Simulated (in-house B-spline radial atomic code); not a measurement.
# LC-wPBE excitations of the germanium ion Ge⁴⁺

Method: LC-wPBE. Computed with an all-electron radial atomic-structure program (B-spline basis): linear response of the closed shell [Ar] 3d10 with the functional's adiabatic kernel; scalar-relativistic (spin-free one-electron X2C), finite nucleus, no spin-orbit coupling, no double excitations, S, P, D and F terms only. Only terms of natural parity with L up to 3 were computed.

Command:
```bash
python run_td.py task.json out
```
Settings (radii: box in bohr, nucleus in fm):
```
Z                        32
electrons                28
configuration            [Ar] 3d10
hamiltonian              x2c
method                   lc_wpbe
box_radius               19.1
rms_radius               4.0742
intervals                72
```

Run time, properties included: 3 s on 1 thread of Intel(R) Xeon(R) Platinum 8259CL CPU @ 2.50GHz (Skylake/Cascade Lake), with other jobs on the host.

The lowest states, in the order of their Tamm-Dancoff energies; the method's threshold (minus the highest occupied level) is 83.71 eV. Labels give the largest channel, * marks a mixed state, and oscillator strengths are full-response dipole values. Semilocal kernels can invert the small singlet-triplet splittings of Rydberg terms. Energies in eV:

```
     state  full response  Tamm-Dancoff  oscillator strength
3d → 4s 3D         25.576        25.594                    -
3d → 4s 1D         26.259        26.269                    -
3d → 4p 3P          36.67         36.69                    -
3d → 4p 3F              ?             ?                    -
3d → 4p 1F          37.25         37.25                    -
3d → 4p 1P              ?             ?                    ?
3d → 4d 3S          52.03         52.06                    -
3d → 4d 3D          52.55         52.56                    -
3d → 4d 1D          53.02         53.04                    -
3d → 5s 3D          54.99         54.99                    -
```

Task: Where does 3d → 4p 3F lie?

Result: At 36.82 eV in full response, 36.84 eV in Tamm-Dancoff.

Task: Where does 3d → 4p 1P lie?

Result: At 38.26 eV in full response, 38.34 eV in Tamm-Dancoff, oscillator strength 0.528.

Task: How large is the singlet-triplet splitting of 3d → 4s (D terms) in Tamm-Dancoff?

Result: 0.675 eV, from the unrounded values.

Task: What polarisabilities and dispersion coefficient does the method give?

Result: Dipole 0.8667 bohr³, quadrupole 1.325 bohr⁵, C6 1.662 hartree·bohr⁶ for two such species.
